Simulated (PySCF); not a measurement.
Geometries of 5 isomers of C2H11GeNSi, from PySCF 2.14.0, PBE0-D3(BJ)/def2-SVP geometry optimisation, gas phase. One conformer each, no zero-point energy, no frequencies.

**Question.** Which isomer lies lowest at this level?
A.
```xyz
16
angstrom
C      2.175   -0.139    0.657
Ge     0.928    0.832   -0.492
C     -0.381   -0.399   -1.271
Si    -1.476   -1.274   -0.014
N     -2.308   -0.245    1.110
H      2.918    0.546    1.092
H      2.707   -0.906    0.075
H      1.639   -0.639    1.477
H      0.192    1.908    0.341
H      1.704    1.556   -1.614
H     -1.013    0.170   -1.975
H      0.163   -1.153   -1.866
H     -2.523   -2.058   -0.741
H     -0.619   -2.200    0.791
H     -3.080    0.323    0.780
H     -1.775    0.263    1.807
```
B.
```xyz
16
angstrom
C     -1.842   -1.075   -0.643
N     -0.547   -0.452   -0.524
C     -0.390    0.726   -1.338
Si     0.467   -0.773    0.852
Ge     2.742   -0.290    0.328
H     -2.669   -0.430   -0.278
H     -2.061   -1.319   -1.699
H     -1.877   -2.015   -0.074
H     -1.082    1.545   -1.053
H      0.634    1.123   -1.267
H     -0.579    0.494   -2.403
H      0.321   -2.224    1.183
H      0.116   -0.010    2.103
H      3.660   -0.790    1.460
H      3.165   -0.987   -0.980
H      2.994    1.222    0.159
```
C.
```xyz
16
angstrom
C     -1.659    1.348   -0.157
N     -1.248    0.033   -0.578
C     -1.801   -1.029    0.224
Ge     0.488   -0.167   -1.177
Si     2.099   -0.011    0.596
H     -1.337    1.614    0.874
H     -2.761    1.429   -0.182
H     -1.261    2.116   -0.839
H     -1.494   -0.994    1.293
H     -2.905   -0.987    0.204
H     -1.505   -2.011   -0.175
H      0.720    0.950   -2.215
H      0.562   -1.554   -1.846
H      3.496   -0.106    0.068
H      1.891   -1.114    1.586
H      1.951    1.294    1.313
```
D.
```xyz
16
angstrom
C     -2.002    0.699   -0.373
C     -1.294   -0.017    0.770
Ge     0.200   -1.125    0.163
N      1.343   -0.100   -0.864
Si     2.273    1.269   -0.358
H     -1.295    1.311   -0.955
H     -2.799    1.365   -0.007
H     -2.465   -0.015   -1.073
H     -0.887    0.707    1.496
H     -1.987   -0.663    1.334
H      0.961   -1.718    1.370
H     -0.282   -2.258   -0.767
H      1.443   -0.412   -1.824
H      1.884    1.564    1.056
H      2.003    2.483   -1.195
H      3.754    1.037   -0.401
```
E.
```xyz
16
angstrom
C      1.869   -0.191   -0.864
C      1.043   -0.717    0.301
N     -0.394   -0.490    0.171
Si    -1.361   -1.735   -0.563
Ge    -1.030    1.187    0.603
H      1.754    0.899   -0.974
H      2.939   -0.404   -0.718
H      1.553   -0.656   -1.811
H      1.402   -0.262    1.243
H      1.224   -1.802    0.417
H     -2.796   -1.341   -0.446
H     -1.054   -1.963   -2.015
H     -1.125   -3.041    0.133
H     -2.555    1.086    0.752
H     -0.353    1.594    1.928
H     -0.683    2.243   -0.472
```

**Answer.** A. That is `[CH3][GeH2][CH2][SiH2]N`, 5.7 kcal/mol below the next.

```
                 SMILES                atoms numbered as above       E (Eh)  relative (kcal/mol)  relative (kJ/mol)  dipole (D)
[CH3][GeH2][CH2][SiH2]N  [CH3:1][GeH2:2][CH2:3][SiH2:4][NH2:5]  -2503.11984                  0.0                0.0        0.89
 C[CH2][GeH2][NH][SiH3]   [CH3:1][CH2:2][GeH2:3][NH:4][SiH3:5]  -2503.11079                  5.7               23.8        1.08
    CC[N]([SiH3])[GeH3]  [CH3:1][CH2:2][N:3]([SiH3:4])[GeH3:5]  -2503.09288                 16.9               70.8        0.87
      CN(C)[SiH2][GeH3]  [CH3:1][N:2]([CH3:3])[SiH2:4][GeH3:5]  -2503.08743                 20.3               85.1        1.23
    C[N](C)[GeH2][SiH3]  [CH3:1][N:2]([CH3:3])[GeH2:4][SiH3:5]  -2503.07194                 30.1              125.8        0.47
```

As drawn, the lowest has an N–H bond and an Si–C bond, which the highest lacks.
